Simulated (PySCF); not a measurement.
H3BN, charge +2, doublet, at a GFN2-xTB geometry of the parent state (a state made from the parent by changing its charge; the spin is typed, not shown lowest); R2SCAN/def2-SV(P) in PySCF.

Input for PySCF:
```python
from pyscf import gto, scf, dft

mol = gto.Mole()
mol.atom = '''
    B     0.72191147   -0.07271956    0.28604142
    N    -0.47574358    0.04792259   -0.18850285
    H     1.78645177   -0.17995280    0.70784191
    H    -0.95409398    0.93158201   -0.39777808
    H    -1.11171008   -0.72348951   -0.42075099
'''
mol.basis = 'def2-sv(p)'
mol.charge = 2
mol.spin = 1
mol.verbose = 4
mol.build()

mf = dft.ROKS(mol)
mf.xc = 'r2scan'
mf.kernel()
```

Task: What does PySCF print? Leave out banner, timings and long lists.

Result: 
```
PySCF version 2.14.0

[INPUT] verbose = 4
[INPUT] num. atoms = 5
[INPUT] num. electrons = 13
[INPUT] charge = 2
[INPUT] spin (= nelec alpha-beta = 2S) = 1
[INPUT] symmetry False subgroup None
[INPUT] Mole.unit = angstrom
[INPUT] Symbol           X                Y                Z      unit          X                Y                Z       unit  Magmom
[INPUT]  1 B      0.721911470000  -0.072719560000   0.286041420000 AA    1.364214964482  -0.137420052299   0.540539944082 Bohr   0.0
[INPUT]  2 N     -0.475743580000   0.047922590000  -0.188502850000 AA   -0.899025071720   0.090560570280  -0.356218760200 Bohr   0.0
[INPUT]  3 H      1.786451770000  -0.179952800000   0.707841910000 AA    3.375904580044  -0.340061507349   1.337627349389 Bohr   0.0
[INPUT]  4 H     -0.954093980000   0.931582010000  -0.397778080000 AA   -1.802976319296   1.760434861472  -0.751691629555 Bohr   0.0
[INPUT]  5 H     -1.111710080000  -0.723489510000  -0.420750990000 AA   -2.100827581118  -1.367197027896  -0.795104137740 Bohr   0.0

nuclear repulsion = 28.5585872845689
number of shells = 18
number of NR pGTOs = 60
number of NR cGTOs = 34
basis = def2-sv(p)
ecp = {}

******** <class 'pyscf.dft.roks.ROKS'> ********
method = ROKS
initial guess = minao
damping factor = 0
level_shift factor = 0
DIIS = <class 'pyscf.scf.diis.CDIIS'>
diis_start_cycle = 1
diis_space = 8
diis_damp = 0
SCF conv_tol = 1e-09
SCF conv_tol_grad = None
SCF max_cycles = 50
direct_scf = True
direct_scf_tol = 1e-13
num. doubly occ = 6  num. singly occ = 1
XC library pyscf.dft.libxc version 7.1.2
    S. Lehtola, C. Steigemann, M. J. T. Oliveira, and M. A. L. Marques,  SoftwareX 7, 1–5 (2018)
XC functionals = r2scan
    J. W. Furness, A. D. Kaplan, J. Ning, J. P. Perdew, and J. Sun,  J. Phys. Chem. Lett. 11, 8208–8215 (2020)
    J. W. Furness, A. D. Kaplan, J. Ning, J. P. Perdew, and J. Sun,  J. Phys. Chem. Lett. 11, 9248–9248 (2020)
    J. W. Furness, A. D. Kaplan, J. Ning, J. P. Perdew, and J. Sun,  J. Phys. Chem. Lett. 11, 8208–8215 (2020)
    J. W. Furness, A. D. Kaplan, J. Ning, J. P. Perdew, and J. Sun,  J. Phys. Chem. Lett. 11, 9248–9248 (2020)
radial grids:
    Treutler-Ahlrichs [JCP 102, 346 (1995); DOI:10.1063/1.469408] (M4) radial grids

becke partition: Becke, JCP 88, 2547 (1988); DOI:10.1063/1.454033
pruning grids: <function nwchem_prune>
grids dens level: 3
symmetrized grids: False
atomic radii adjust function: <function treutler_atomic_radii_adjust>
small_rho_cutoff = 0
Set gradient conv threshold to 3.16228e-05
tot grids = 57376
init E= -81.3201420986813
  HOMO = -0.375566128164259  LUMO = -0.120477763820483  gap/eV = 6.94131
cycle= 1 E= -80.1781483824934  delta_E= 1.14  |g|= 0.344  |ddm|= 1.51
  HOMO = -0.999321640638498  LUMO = -0.717883380471849  gap/eV = 7.65833
cycle= 2 E= -79.7996854518876  delta_E= 0.378  |g|= 1.03  |ddm|= 0.921

WARN: HOMO -0.710277160659416 >= LUMO -0.971794137596053

cycle= 3 E= -79.7561585604453  delta_E= 0.0435  |g|= 0.582  |ddm|= 1.41
  HOMO = -0.985634811348822  LUMO = -0.672836344482716  gap/eV = 8.51168
cycle= 4 E= -80.2261088667354  delta_E= -0.47  |g|= 0.0892  |ddm|= 1.05
  HOMO = -0.965417259253381  LUMO = -0.663042961714524  gap/eV = 8.22802
cycle= 5 E= -79.9248917482487  delta_E= 0.301  |g|= 0.722  |ddm|= 0.872

WARN: HOMO -0.666628490714675 >= LUMO -0.967979212278689

cycle= 6 E= -79.793940380751  delta_E= 0.131  |g|= 0.468  |ddm|= 1.36
  HOMO = -0.962204335174602  LUMO = -0.66298619335351  gap/eV = 8.14214
cycle= 7 E= -79.9027663158975  delta_E= -0.109  |g|= 0.784  |ddm|= 1.37

WARN: HOMO -0.66845262054284 >= LUMO -0.962025355963644

cycle= 8 E= -79.7880040072426  delta_E= 0.115  |g|= 0.488  |ddm|= 1.36
  HOMO = -0.973699338581227  LUMO = -0.664585319980276  gap/eV = 8.41142
cycle= 9 E= -80.2283616822615  delta_E= -0.44  |g|= 0.0456  |ddm|= 1.05
  HOMO = -0.971135665285795  LUMO = -0.665269289463696  gap/eV = 8.32305
cycle= 10 E= -80.2255163685037  delta_E= 0.00285  |g|= 0.058  |ddm|= 0.156
  HOMO = -0.972410753084006  LUMO = -0.664866846418871  gap/eV = 8.36870
cycle= 11 E= -80.2065622767299  delta_E= 0.019  |g|= 0.162  |ddm|= 0.479
  HOMO = -0.971338466252483  LUMO = -0.66486036203497  gap/eV = 8.33969
cycle= 12 E= -80.2133634461571  delta_E= -0.0068  |g|= 0.132  |ddm|= 0.0534
  HOMO = -0.969236285586426  LUMO = -0.664731409781618  gap/eV = 8.28600
cycle= 13 E= -80.2284715832  delta_E= -0.0151  |g|= 0.0398  |ddm|= 0.309
  HOMO = -0.971019816112944  LUMO = -0.664666342900155  gap/eV = 8.33630
cycle= 14 E= -79.947722339665  delta_E= 0.281  |g|= 0.698  |ddm|= 0.847
  HOMO = -0.971923142538312  LUMO = -0.665370370376561  gap/eV = 8.34173
cycle= 15 E= -80.0631228255779  delta_E= -0.115  |g|= 0.528  |ddm|= 0.646
  HOMO = -0.967539561757532  LUMO = -0.665117188792038  gap/eV = 8.22933
cycle= 16 E= -80.2176742223736  delta_E= -0.155  |g|= 0.109  |ddm|= 0.539
  HOMO = -0.969914980153563  LUMO = -0.667514522203896  gap/eV = 8.22874
cycle= 17 E= -80.221856401984  delta_E= -0.00418  |g|= 0.0718  |ddm|= 0.0506
  HOMO = -0.953402380050793  LUMO = -0.666695675513419  gap/eV = 7.80169
cycle= 18 E= -80.2151096157044  delta_E= 0.00675  |g|= 0.104  |ddm|= 0.0844
  HOMO = -0.95853286022759  LUMO = -0.665973625602752  gap/eV = 7.96094
cycle= 19 E= -80.1772502893649  delta_E= 0.0379  |g|= 0.258  |ddm|= 0.214
  HOMO = -0.96544270356162  LUMO = -0.666368854318679  gap/eV = 8.13821
cycle= 20 E= -80.205685230497  delta_E= -0.0284  |g|= 0.137  |ddm|= 0.751
  HOMO = -0.967032806881448  LUMO = -0.666670359570744  gap/eV = 8.17328
cycle= 21 E= -80.1933003360739  delta_E= 0.0124  |g|= 0.186  |ddm|= 0.0738
  HOMO = -0.958966424250265  LUMO = -0.666535319021968  gap/eV = 7.95746
cycle= 22 E= -80.2271732722297  delta_E= -0.0339  |g|= 0.0217  |ddm|= 0.335
  HOMO = -0.958507317626693  LUMO = -0.666939546527241  gap/eV = 7.93396
cycle= 23 E= -80.1990860867557  delta_E= 0.0281  |g|= 0.176  |ddm|= 0.507
  HOMO = -0.954579225577396  LUMO = -0.666921353381623  gap/eV = 7.82757
cycle= 24 E= -80.2034808652055  delta_E= -0.00439  |g|= 0.154  |ddm|= 0.0234
  HOMO = -0.956989431265015  LUMO = -0.667370889459098  gap/eV = 7.88092
cycle= 25 E= -80.2242450903472  delta_E= -0.0208  |g|= 0.0385  |ddm|= 0.202
  HOMO = -0.957518969018424  LUMO = -0.667468277426372  gap/eV = 7.89268
cycle= 26 E= -80.2283195380128  delta_E= -0.00407  |g|= 0.0157  |ddm|= 0.128
  HOMO = -0.960440447141017  LUMO = -0.667398983449117  gap/eV = 7.97406
cycle= 27 E= -80.228423005126  delta_E= -0.000103  |g|= 0.0113  |ddm|= 0.13
  HOMO = -0.959164287831243  LUMO = -0.667328776152756  gap/eV = 7.94125
cycle= 28 E= -80.2285909715923  delta_E= -0.000168  |g|= 0.0121  |ddm|= 0.112
  HOMO = -0.961444466395862  LUMO = -0.667237960541975  gap/eV = 8.00577
cycle= 29 E= -80.2286370928053  delta_E= -4.61e-05  |g|= 0.00894  |ddm|= 0.00391
  HOMO = -0.962344540157273  LUMO = -0.667173117590051  gap/eV = 8.03202
cycle= 30 E= -80.2288166775411  delta_E= -0.00018  |g|= 0.00562  |ddm|= 0.0204
  HOMO = -0.96305116083259  LUMO = -0.667093348891688  gap/eV = 8.05342
cycle= 31 E= -80.2288884687744  delta_E= -7.18e-05  |g|= 0.00277  |ddm|= 0.0154
  HOMO = -0.96349477735893  LUMO = -0.667069894437378  gap/eV = 8.06613
cycle= 32 E= -80.2289046792423  delta_E= -1.62e-05  |g|= 0.00115  |ddm|= 0.0102
  HOMO = -0.963765254053312  LUMO = -0.667050090163964  gap/eV = 8.07403
cycle= 33 E= -80.2289038948026  delta_E= 7.84e-07  |g|= 0.000815  |ddm|= 0.00221
  HOMO = -0.964002401060515  LUMO = -0.667034928807781  gap/eV = 8.08090
cycle= 34 E= -80.2289054064395  delta_E= -1.51e-06  |g|= 4.12e-05  |ddm|= 0.00339
  HOMO = -0.963986076291987  LUMO = -0.667036094343259  gap/eV = 8.08042
cycle= 35 E= -80.2289054073219  delta_E= -8.82e-10  |g|= 7.54e-06  |ddm|= 4.19e-05
  HOMO = -0.963988347289978  LUMO = -0.667036337189609  gap/eV = 8.08048
Extra cycle  E= -80.2289054039906  delta_E= 3.33e-09  |g|= 2.78e-05  |ddm|= 0.000213
converged SCF energy = -80.2289054039906
```
